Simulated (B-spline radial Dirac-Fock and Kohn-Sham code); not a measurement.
# Isotope-shift constants of the inner levels of W

System: atomic tungsten in the configuration 1s2 2s2 2p6 3s2 3p6 3d10 4s2 4p6 4d10 4f14 5s2 5p6 5d4 6s2.

Calculated with an atomic code on a B-spline grid, using first-order field-shift and mass-shift constants from Dirac-Fock ground and hole states with a Fermi nucleus; the mass shift has no relativistic recoil terms. A binding energy shifts by δE = F·δ⟨r²⟩ + (K_N + K_S)·δ(1/M); F is taken for a change of radius at fixed skin thickness and so holds the higher radial moments.

```
     level  F (meV/fm²)
    K (1s)       -819.4
   L1 (2s)       -116.2
L2 (2p1/2)       -1.353
L3 (2p3/2)        4.858
   M1 (3s)       -26.07
M2 (3p1/2)      -0.2630
M3 (3p3/2)        1.349
M4 (3d3/2)        1.254
M5 (3d5/2)        1.194
```

The mass shift is not given and not included below: at this Z its relativistic corrections are large. It matters little for K lines but can be comparable with the field shift of L lines.

Field shifts alone in meV from A = 184 (mass 183.9509 u, rms radius 5.3658 fm); radii from Angeli and Marinova (2013).

| A | mass (u) | radius (fm) | Kα1 | Kα2 | Kβ1 | Lα1 |
| --- | --- | --- | --- | --- | --- | --- |
| 180 | 179.9467 | 5.3491 | +147.5 | +146.4 | +146.9 | -0.7 |
| 182 | 181.9482 | 5.3559 | +87.5 | +86.8 | +87.1 | -0.4 |
| 183 | 182.9502 | 5.3611 | ? | ? | ? | ? |
| 186 | 185.9544 | 5.3743 | -75.2 | -74.7 | -74.9 | +0.3 |

Q: What are the shifts for A = 183?

A: Kα1 +41.6 meV; Kα2 +41.2 meV; Kβ1 +41.4 meV; Lα1 -0.2 meV.
